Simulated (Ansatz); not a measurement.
Cost and result for the atomization energy of `P[SiH]1CC1` (11 atoms, 11 bonds).

```xyz
11

P    -1.561    1.640   -0.167
Si   -0.521   -0.331   -0.074
C     1.248   -0.363   -0.622
C     1.053   -0.395    0.902
H    -2.597    1.278    0.735
H    -2.331    1.320   -1.317
H    -1.303   -1.583   -0.200
H     1.690    0.538   -1.034
H     1.635   -1.269   -1.078
H     1.316   -1.320    1.404
H     1.371    0.486    1.449
```

Charge 0, multiplicity 1. All single points use the PBE0-D4/def2-TZVP geometry. It is one conformer, not always the lowest. Program: Ansatz. All runs use 2 threads of an Arm Neoverse V1 on a shared host. Times are those of one run each, without the atoms' runs, and a repeat can differ threefold. Electronic energies, without spin–orbit coupling; frozen cores. CCSD(T)/CBS adds CCSD(T) − MP2 in def2-TZVPP to the MP2 limit, and its time is that of the two runs behind it. T1 = 0.012. B3LYP takes the VWN-RPA correlation (the form of Gaussian; ORCA's B3LYP/G). HSE06 is the plane-wave form, built on full-range PBE exchange.

CCSD(T)/CBS is a level of theory with its own doubt, some kJ/mol a heavy atom from the limit and from the frozen cores, so smaller differences don't rank the functionals.

| level | functions | wall time |
| --- | --- | --- |
| LDA (SPW92)/def2-TZVPP | 244 | 2.1 s |
| CCSD(T)/def2-SVP | 99 | 4.4 s |
| HSE06-D4/def2-TZVPP | 244 | 4.9 s |
| CAM-B3LYP-D4/def2-TZVPP | 244 | 5.5 s |
| B3LYP-D4/def2-TZVPP (with forces) | 244 | 7.5 s |
| r2SCANh-D4/def2-TZVPP | 244 | 8 s |
| PBE-QIDH/def2-TZVPP | 244 | 8.5 s |
| B2PLYP/def2-TZVPP | 244 | 9 s |
| ωB97X-V/def2-TZVPP | 244 | 13 s |
| ωB97M-V/def2-TZVPP (with forces) | 244 | 19 s |
| MP2/def2-QZVPP | 464 | 33 s |
| CCSD(T)/def2-TZVPP | 244 | 8.2 min |
| CCSD(T)/CBS(def2) | – | 8.7 min |

Q: What atomization energy does each give, and how far from CCSD(T)/CBS? (Estimate.)

A: Computed: 
| level | atomization (kcal/mol) | difference from CCSD(T)/CBS | per bond |
| --- | --- | --- | --- |
| LDA (SPW92)/def2-TZVPP | 1023.3 | 124.0 | 11.3 |
| CCSD(T)/def2-SVP | 843.4 | -55.9 | -5.1 |
| HSE06-D4/def2-TZVPP | 905.2 | 5.9 | 0.5 |
| CAM-B3LYP-D4/def2-TZVPP | 903.8 | 4.5 | 0.4 |
| B3LYP-D4/def2-TZVPP (with forces) | 902.5 | 3.2 | 0.3 |
| r2SCANh-D4/def2-TZVPP | 900.7 | 1.4 | 0.1 |
| PBE-QIDH/def2-TZVPP | 895.9 | -3.4 | -0.3 |
| B2PLYP/def2-TZVPP | 889.4 | -9.9 | -0.9 |
| ωB97X-V/def2-TZVPP | 909.0 | 9.7 | 0.9 |
| ωB97M-V/def2-TZVPP (with forces) | 906.5 | 7.2 | 0.7 |
| MP2/def2-QZVPP | 892.3 | -7.0 | -0.6 |
| CCSD(T)/def2-TZVPP | 875.7 | -23.6 | -2.2 |
| CCSD(T)/CBS(def2) | 899.3 | 0.0 | 0.0 |

Leaving LDA and LC-ωPBE aside and taking each functional with its dispersion term where it has one, the values, not all of them listed here, spread over 31.3 kcal/mol, from BHLYP-D4 to PBE-D4. LDA lies +114.5 kcal/mol from PBE without D4, its usual overbinding. The D4 term adds +9.1 kcal/mol with B3LYP and +4.8 kcal/mol with PBE0; it sums over pairs of atoms, weighted by their polarisabilities, and B3LYP, whose exchange is more repulsive, gets the larger term. From BLYP to BHLYP (50 % exact exchange), in def2-TZVPP and without D4, the atomization energy moves by −8.4 kcal/mol: exact exchange takes away binding that semilocal exchange gives to molecules.
